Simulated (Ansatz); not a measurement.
The first iterations of a band of a periodic cell of 33 atoms, Al32O (host Al, host structure fcc, interstitial O).

All numbers below come from DFT PBE-D3(BJ), scalar-relativistic, plane waves, PAW (Ansatz 0.2.0). Settings: PAW set soft_1, cutoff 420 eV, k mesh 3x3x3, fermi-dirac smearing 0.1 eV, no spin polarisation.

```yaml
movable_images: 5
climbing_image: yes
spring: 5.0 eV/Å²
optimiser: quadratic models (default)
start_path: IDPP
force_threshold: 0.05 eV/Å
iteration_limit: 35
end_points: relaxed
```

First end point:

```xyz
33
Lattice="8.1000 0.0000 0.0000 0.0000 8.1000 0.0000 0.0000 0.0000 8.1000" Properties=species:S:1:pos:R:3
Al 4.069 0.021 -0.039
Al 6.098 2.049 -0.052
Al 6.097 0.009 1.990
Al 0.026 0.006 -0.053
Al 2.077 2.056 -0.054
Al 4.053 4.078 -0.054
Al 6.103 6.128 -0.053
Al 2.076 0.006 1.997
Al 4.057 2.048 1.989
Al 6.019 4.162 1.913
Al 4.054 0.006 4.019
Al 6.021 1.972 4.103
Al 6.104 0.006 6.069
Al 0.035 4.087 -0.051
Al 2.062 6.115 -0.039
Al 0.111 1.974 1.913
Al 2.075 4.087 1.989
Al 4.054 6.130 1.997
Al 0.034 0.010 4.026
Al 2.075 2.050 4.025
Al 4.058 4.086 4.027
Al 6.097 6.127 4.027
Al 2.062 0.022 6.054
Al 4.055 2.056 6.068
Al 6.097 4.086 6.066
Al 0.034 6.126 1.990
Al 0.111 4.163 4.106
Al 2.077 6.129 4.020
Al 0.034 2.049 6.066
Al 2.077 4.079 6.069
Al 4.069 6.115 6.054
Al 0.026 6.130 6.070
O -0.984 3.069 3.008
```

Last end point:

```xyz
33
Lattice="8.1000 0.0000 0.0000 0.0000 8.1000 0.0000 0.0000 0.0000 8.1000" Properties=species:S:1:pos:R:3
Al 4.056 0.031 0.006
Al 6.099 2.061 0.009
Al 6.023 -0.053 1.972
Al 0.037 0.024 0.010
Al 2.080 2.053 0.006
Al 4.071 4.089 0.022
Al 6.107 6.081 0.007
Al 2.077 0.024 2.050
Al 4.059 2.061 2.049
Al 6.100 4.102 2.050
Al 4.059 0.024 4.086
Al 6.022 2.138 4.163
Al 6.100 0.024 6.127
Al 0.029 4.104 0.006
Al 2.065 6.096 0.022
Al 0.113 2.138 1.972
Al 2.079 4.103 2.057
Al 4.057 6.081 2.057
Al 0.114 -0.054 4.163
Al 2.077 2.061 4.086
Al 4.056 4.104 4.080
Al 6.099 6.084 4.086
Al 2.079 0.031 6.129
Al 4.056 2.053 6.130
Al 6.106 4.103 6.129
Al 0.036 6.083 2.049
Al 0.036 4.101 4.086
Al 2.080 6.081 4.080
Al 0.036 2.061 6.127
Al 2.064 4.088 6.115
Al 4.072 6.096 6.115
Al 0.029 6.081 6.130
O -0.982 1.043 3.069
```

| iteration | highest image above the first end (eV) | largest band force component (eV/Å) |
| --- | --- | --- |
| 1 | 1.256 | 1.253 |
| 2 | 1.170 | 0.987 |
| 3 | 1.136 | 0.236 |

Task: Does the band converge within its limit, and where does its top end?

Result: It converged. It ended after 10 iterations with the highest image 0.987 eV above the first end. By the program's own check the climbing image is a first-order saddle point (lowest curvatures found: -2.32 and 1.02 eV/Å²). Limits of this set-up: coarse k mesh, a small cell, in which the defect meets its images, a typed lattice constant that wasn't relaxed here.

Run time: 28 min on 4 threads of Arm Neoverse V1, with other jobs on the host, peak memory 4.6 GiB.
